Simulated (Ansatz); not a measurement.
The cluster Ge3O3, relaxed as a singlet with RKS r2SCAN-D4/def2-SVP in Ansatz, starting from the GFN1-xTB geometry. Force threshold 0.02 eV/Å.

Another isomer (singlet) lies 2.43 eV lower at PBE0-D4/def2-TZVP; other spin states weren't run for this one.

Start:

```xyz
6

Ge    0.287    0.603   -0.373
Ge   -1.659    0.259    0.978
Ge    2.025   -1.340   -0.725
O     0.405   -0.884   -1.441
O    -2.782    1.422    1.009
O     1.724   -0.060    0.550
```

```tsv
step	energy (eV)	largest force component (eV/Å)	SCF passes
1	-175667.5017	1.306	21
2	-175667.7982	0.844	28
3	-175667.8396	0.426	28
4	-175667.8911	0.609	28
5	-175667.9040	0.040	23
6	-175667.9045	0.026	22
7 (rejected)	-175667.9034	0.129	22
8	-175667.9046	0.002	22
```

Force components are those of the run's own axes.

End:

```xyz
6

Ge    0.4939    0.6880   -0.5461
Ge   -1.8900    0.2874    1.0654
Ge    1.9727   -1.5533   -0.5855
O     0.5957   -0.8320   -1.5580
O    -3.0464    1.4324    1.2046
O     1.8741   -0.0225    0.4196
```

By distances, no bond broke or formed. The bond that changes most is Ge1–Ge2, from 2.39 to 2.91 Å (atoms count from 1).

No frequencies were taken in this run, so the end may be a saddle point.

Run time 21 s (4 threads of Arm Neoverse V1 on a shared host).
